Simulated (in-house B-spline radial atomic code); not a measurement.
Radial electron density of the phosphorus ion P⁵⁺, [He] 2s1 2p6 3s1. Method: non-relativistic HSE06, spin-polarised, spherical fractional occupations, exact exchange averaged over the configuration, point nucleus. Calculated with a radial B-spline atomic code at the basis-set limit.

Columns: r (bohr), 4πr²n(r) (electrons per bohr), bar.

```
 0.00382    0.347 #
 0.00456   0.4837 #
 0.00543   0.6682 ##
 0.00648    0.922 ##
 0.00772    1.261 ###
  0.0092    1.713 #####
   0.011     2.32 ######
  0.0131    3.091 ########
  0.0156    4.067 ###########
  0.0186    5.286 ##############
  0.0221    6.724 ##################
  0.0264    8.444 ######################
  0.0315    10.33 ###########################
  0.0375    12.27 ################################
  0.0447    14.11 #####################################
  0.0533    15.63 #########################################
  0.0635    16.55 ############################################
  0.0757     16.7 ############################################
  0.0902    15.99 ##########################################
   0.108    14.55 ######################################
   0.128    12.93 ##################################
   0.153    11.53 ##############################
   0.182    10.99 #############################
   0.217     11.5 ##############################
   0.259    12.77 ##################################
   0.309    14.04 #####################################
   0.368     14.4 ######################################
   0.438    13.29 ###################################
   0.522    10.76 ############################
   0.623    7.486 ####################
   0.742    4.521 ############
   0.885    2.488 #######
    1.05    1.509 ####
    1.26     1.11 ###
     1.5   0.8711 ##
    1.79   0.5683 #
    2.13   0.2793 #
    2.54  0.09579 
    3.03  0.02156 
    3.61 0.002987 
     4.3 0.0002386 
    5.12 9.366e-06
```

On this grid the curve has 2 maxima, near 0.0757, 0.368 bohr.

The 2p down radial function P(r) = rR(r), positive near the nucleus:

```json
{"r (bohr)": "0.00382", "P": "0.001578"}
{"r (bohr)": "0.00543", "P": "0.00315"}
{"r (bohr)": "0.00772", "P": "0.006259"}
{"r (bohr)": "0.011", "P": "0.0124"}
{"r (bohr)": "0.0156", "P": "0.0241"}
{"r (bohr)": "0.0221", "P": "0.04611"}
{"r (bohr)": "0.0315", "P": "0.08746"}
{"r (bohr)": "0.0447", "P": "0.1601"}
{"r (bohr)": "0.0635", "P": "0.2828"}
{"r (bohr)": "0.0902", "P": "0.4742"}
{"r (bohr)": "0.128", "P": "0.7403"}
{"r (bohr)": "0.182", "P": "1.054"}
{"r (bohr)": "0.259", "P": "1.325"}
{"r (bohr)": "0.368", "P": "1.411"}
{"r (bohr)": "0.522", "P": "1.213"}
{"r (bohr)": "0.742", "P": "0.7839"}
{"r (bohr)": "1.05", "P": "0.3489"}
{"r (bohr)": "1.5", "P": "0.08814"}
{"r (bohr)": "2.13", "P": "0.01051"}
```
